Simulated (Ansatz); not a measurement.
Reaction (ligand exchange at a B–C bond): `BC(C)O[SiH3]` + `N[SiH2][SiH3]` → `BN[SiH2][SiH3]` + `CCO[SiH3]`

Isolated molecules relaxed with PBE0-D4/def2-TZVP in Ansatz; ΔE leaves out vibrations. CCSD(T)/CBS is the MP2 limit (def2-TZVPP, def2-QZVPP) plus CCSD(T) − MP2 in def2-TZVPP, frozen cores. This one scheme is used for every species. Functionals use def2-TZVPP. B3LYP here is the variant with VWN-RPA as its local correlation; programs differ in this. HSE06 is defined as in plane-wave codes. One conformer a species, not always the lowest.

```
             level  ΔE (kJ/mol)  difference from CCSD(T)/CBS
       LDA (SPW92)       -154.5                         -3.0
            PBE-D4       -151.5                          0.0
         revPBE-D4       -148.7                          2.8
           BLYP-D4       -153.8                         -2.3
         r2SCAN-D4       -152.2                         -0.7
            B97M-V       -150.7                          0.8
          B3LYP-D4       -153.7                         -2.2
        r2SCANh-D4       -152.1                         -0.6
        r2SCAN0-D4       -152.1                         -0.6
          HSE06-D4       -151.2                          0.3
          BHLYP-D4       -153.7                         -2.2
           ωB97X-V       -148.9                          2.6
           ωB97M-V       -150.3                          1.2
            B2PLYP       -156.7                         -5.2
          PBE-QIDH       -153.3                         -1.8
               PBE       -153.5                         -2.0
            r2SCAN       -152.6                         -1.1
              PBE0       -152.6                         -1.1
             B3LYP       -156.9                         -5.4
           r2SCAN0       -152.6                         -1.1
             HSE06       -152.8                         -1.3
             BHLYP       -156.0                         -4.5
         CAM-B3LYP       -156.0                         -4.5
           LC-ωPBE       -149.8                          1.7
RPA@PBE/def2-TZVPP       -154.8                         -3.3
       HF/def2-SVP       -163.0                        -11.5
      MP2/def2-SVP       -171.3                        -19.8
     CCSD/def2-SVP       -169.5                        -18.0
  CCSD(T)/def2-SVP       -171.2                        -19.7
     HF/def2-TZVPP       -154.5                         -3.0
    MP2/def2-TZVPP       -155.4                         -3.9
SCS-MP2/def2-TZVPP       -155.7                         -4.2
   CCSD/def2-TZVPP       -153.5                         -2.0
CCSD(T)/def2-TZVPP       -154.4                         -2.9
     HF/def2-QZVPP       -154.5                         -3.0
    MP2/def2-QZVPP       -153.7                         -2.2
SCS-MP2/def2-QZVPP       -154.1                         -2.6
      HF/CBS(def2)       -154.5                         -3.0
     MP2/CBS(def2)       -152.5                         -1.0
    CCSD/CBS(def2)       -150.6                          0.9
       CCSD(T)/CBS       -151.5                            0
```

Largest T1 diagnostic among the species: 0.013.

The D4 term adds +3.2 kJ/mol with B3LYP and +1.7 kJ/mol with PBE0; it sums over pairs of atoms, weighted by their polarisabilities, and B3LYP, whose exchange is more repulsive, gets the larger term. Leaving LDA and LC-ωPBE aside and taking each functional with its dispersion term where it has one, the values spread over 8.0 kJ/mol, from B2PLYP to revPBE-D4.
